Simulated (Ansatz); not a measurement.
Worked example: vertical ionisation energy of C4H4Si (SMILES C#C[SiH2]C#C)

The species is C4H4Si (9 atoms), meant as a singlet with charge 0. SMILES: `C#C[SiH2]C#C`. The coordinates come from a PBE0-D4/def2-TZVP relaxation.

```xyz
9

C     1.9861   -0.0680    1.6930
C     1.2450   -0.3182    0.7758
Si    0.1395   -0.7138   -0.6164
C    -1.2529    0.4596   -0.6484
C    -2.1806    1.2287   -0.6817
H     2.6396    0.1556    2.5051
H     0.8961   -0.6114   -1.8858
H    -0.3846   -2.0893   -0.4501
H    -2.9998    1.9103   -0.7086
```

Both states at this one shape; open shells run unrestricted unless said. 1 Eh = 27.2114 eV.

```tsv
level	program	singlet C4H4Si (Eh)	doublet C4H4Si+ (Eh)
HF/3-21G	Ansatz	-440.242453	-439.886237
B3LYP/cc-pVDZ	Ansatz	-444.216468	-443.850673
wB97X/cc-pVDZ	Ansatz	-444.140815	-443.752786
RPA@PBE/cc-pVDZ, 9 core orbitals frozen	Ansatz	-443.544700	-443.181598
```

Question: Work out the vertical ionisation energy at each level.

Answer: 
1. HF/3-21G: -439.886237 − (-440.242453) = 0.356216 Eh = 9.69 eV.
2. B3LYP/cc-pVDZ: -443.850673 − (-444.216468) = 0.365795 Eh = 9.95 eV.
3. wB97X/cc-pVDZ: -443.752786 − (-444.140815) = 0.388029 Eh = 10.56 eV.
4. RPA@PBE/cc-pVDZ: -443.181598 − (-443.544700) = 0.363102 Eh = 9.88 eV.

No measured value is set beside it here; the levels span 9.69 to 10.56 eV. Hartree–Fock favours the state with fewer electron pairs, since it lacks pair correlation.
